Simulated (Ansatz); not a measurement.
In₃P₂Cl₃, 8 atoms. Hardware: 2 threads of AMD EPYC 7R13 on a shared host and a share (18 GiB) of an NVIDIA H100 80GB HBM3.

In the def2 sets In takes a core potential; there is no spin–orbit coupling. Correlated methods freeze 37 core orbitals; core or outer-core shells of In are correlated, in sets that lack core-valence functions.

Question: How many basis functions does each of these Ansatz runs have, and roughly what does it cost? PBE0-D4/def2-TZVP, charge 1 doublet at the geometry of the charge 0 singlet, energy; PBE-D4/def2-TZVP, charge 0 singlet, energy, from earlier orbitals; r2SCAN-D4/def2-TZVP, charge 0 triplet at the geometry of the charge 0 singlet, energy, from earlier orbitals; BLYP-D4/def2-TZVP, charge 0 singlet, energy, from earlier orbitals; PBE0-D4/def2-TZVP, charge 0 triplet at the geometry of the charge 0 singlet, energy; r2SCAN-D4/def2-TZVP, charge 0 singlet, energy and forces, from earlier orbitals; B2PLYP/def2-TZVPD, charge -1 doublet at the geometry of the charge 0 singlet, energy, from earlier orbitals; PBE0-D4/def2-TZVP, charge 0 singlet, energy, from earlier orbitals; PBE-D4/def2-TZVP, charge 1 doublet at the geometry of the charge 0 singlet, energy, from earlier orbitals; PBE-D4/def2-TZVPD, charge -1 doublet at the geometry of the charge 0 singlet, energy, from earlier orbitals; MP2/def2-TZVP, charge 0 singlet, energy, from earlier orbitals; B2PLYP/def2-TZVP, charge 1 doublet at the geometry of the charge 0 singlet, energy, from earlier orbitals.

Answer: Other jobs shared the machine, so times can vary by a factor of up to 3.

```tsv
run	functions	fitting or Cholesky vectors	wall time	peak host memory (GiB)
PBE-D4/def2-TZVP, charge 0 singlet, energy, from earlier orbitals	335	2472	12 s	0.88
PBE-D4/def2-TZVP, charge 1 doublet at the geometry of the charge 0 singlet, energy, from earlier orbitals	335	2472	13 s	0.94
BLYP-D4/def2-TZVP, charge 0 singlet, energy, from earlier orbitals	335	2472	13 s	0.87
PBE0-D4/def2-TZVP, charge 1 doublet at the geometry of the charge 0 singlet, energy	335	2811	14 s	0.98
PBE0-D4/def2-TZVP, charge 0 singlet, energy, from earlier orbitals	335	2811	14 s	0.89
r2SCAN-D4/def2-TZVP, charge 0 singlet, energy and forces, from earlier orbitals	335	2472	16 s	0.91
PBE-D4/def2-TZVPD, charge -1 doublet at the geometry of the charge 0 singlet, energy, from earlier orbitals	392	2683	16 s	1.1
MP2/def2-TZVP, charge 0 singlet, energy, from earlier orbitals	335	2524	17 s	0.87
r2SCAN-D4/def2-TZVP, charge 0 triplet at the geometry of the charge 0 singlet, energy, from earlier orbitals	335	2472	18 s	1.2
B2PLYP/def2-TZVP, charge 1 doublet at the geometry of the charge 0 singlet, energy, from earlier orbitals	335	2524	18 s	1.7
PBE0-D4/def2-TZVP, charge 0 triplet at the geometry of the charge 0 singlet, energy	335	2811	19 s	1.1
B2PLYP/def2-TZVPD, charge -1 doublet at the geometry of the charge 0 singlet, energy, from earlier orbitals	392	2861	21 s	2.3
```
